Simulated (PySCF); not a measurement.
# Computed structure and properties of Ce(SH)4

System: Ce(SH)4 (singlet); start: template (S4). Method: PySCF 2.14.0, RKS TPSS, Ce lcecp-2-SVP with ECP46, S def2-SVP, H def2-SVP; non-relativistic Hamiltonian with scalar-relativistic core potentials where named; density fitting; no spin-orbit coupling.

Input of the relaxation:

```python
mol = gto.M(atom='''
Ce     0.00000     0.00000     0.00000
S      1.53990     1.53990     1.53990
H      2.64960     0.81120     1.73040
S     -1.53990    -1.53990     1.53990
H     -2.64960    -0.81120     1.73040
S      1.53990    -1.53990    -1.53990
H      0.81120    -2.64960    -1.73040
S     -1.53990     1.53990    -1.53990
H     -0.81120     2.64960    -1.73040''',
    basis={'Ce': 'lcecp-2-SVP', 'S': 'def2-SVP', 'H': 'def2-SVP'},
    ecp={'Ce': 'lcecp-2-SVP'},
    charge=0, spin=0)
mf = dft.RKS(mol, xc='TPSS')
mf.grids.atom_grid = (50, 194)  # f atoms: unpruned, at least (60, 302)
mf = mf.density_fit()  # fitting sets: Ce AutoAux, S def2-universal-JKFIT, H def2-universal-JKFIT
mf.conv_tol = 1e-08; mf.max_cycle = 55
mf.kernel(dm0)  # dm0: converged density of the start geometry
# quasi-Newton relaxation in Cartesian coordinates to a largest gradient under 0.00045 Eh/bohr, steps kept in the point group
```

Run from Python with OMP_NUM_THREADS=2; the lines above give its settings. Where DIIS fails, smearing, a level shift and second-order steps follow.
It took 3.1 min on 2 threads of Arm Neoverse V1, on a shared host, from the converged density of the start.

Course of the relaxation:

```tsv
step	energy above end (eV)	largest force component within the symmetry (eV/Å)
0	0.3245	0.681
1	0.2598	0.183
2	0.2286	0.177
3	0.2148	0.198
4	0.1902	0.233
5	0.1670	0.235
6	0.1535	0.084
7	0.1469	0.219
14	0.0043	0.061
15	0.0011	0.050
16	0.0002	0.010
17	0.0002	0.024
18	0.0001	0.016
19	0.0000	0.008
```
(The steps between are left out.)

Relaxed geometry (S4):

```xyz
9

Ce    0.0000    0.0000    0.0000
S     1.6549    1.3330    1.5260
H     2.7654    1.0312    0.7997
S    -1.6549   -1.3330    1.5260
H    -2.7654   -1.0312    0.7997
S     1.3330   -1.6550   -1.5258
H     1.0311   -2.7653   -0.7998
S    -1.3330    1.6550   -1.5258
H    -1.0311    2.7653   -0.7998
```

| contact | Å |
| --- | --- |
| Ce1–S2 (SH) | 2.616 |
| Ce1–S4 (SH) | 2.616 |
| Ce1–S6 (SH) | 2.616 |
| Ce1–S8 (SH) | 2.616 |

On the finer grid (75, 302):

```yaml
HOMO: not given (4f levels lie in the core)
LUMO: not given (4f levels lie in the core)
Dipole_about_the_centre_of_mass: 0.00 D
Set_of_Mulliken_populations_of_Ce1_outside_the_core_potential: s 2.32, p 6.32, d 2.38, f 0.07
D3_BJ_dispersion_energy_not_in_the_energies: -0.415 eV
```

```tsv
atom	Mulliken (e)	Löwdin (e)	spin (e)
Ce1	0.91	-0.10	0.00
S2	-0.36	0.00	0.00
H3	0.13	0.03	0.00
S4	-0.36	0.00	0.00
H5	0.13	0.03	0.00
S6	-0.36	0.00	0.00
H7	0.13	0.03	0.00
S8	-0.36	0.00	0.00
H9	0.13	0.03	0.00
```

The large-core potential holds the 4f shell empty.

No frequency check is given for this geometry.

Taking off one SH (charge -1, singlet; the rest: singlet) in vacuum, both parts rigid, costs 9.32 eV; the small basis without counterpoise inflates it. Most of it is the attraction of opposite charges; other ways to part are cheaper, and one spin state was tried for the rest.

Rigid scan of SH along the line from its metal:

distance to S2 (Å), energy (eV) and a bar:
```
     2.32      0.676 #######
     2.42      0.265 ###
     2.52      0.059 #
     2.62      0.000 
     2.72      0.046 
     2.82      0.164 ##
     3.02      0.528 ######
     3.32      1.188 ############
     3.72      2.028 #####################
     4.22      2.855 ##############################
```

One start shape was tried, so this needn't be the lowest isomer.
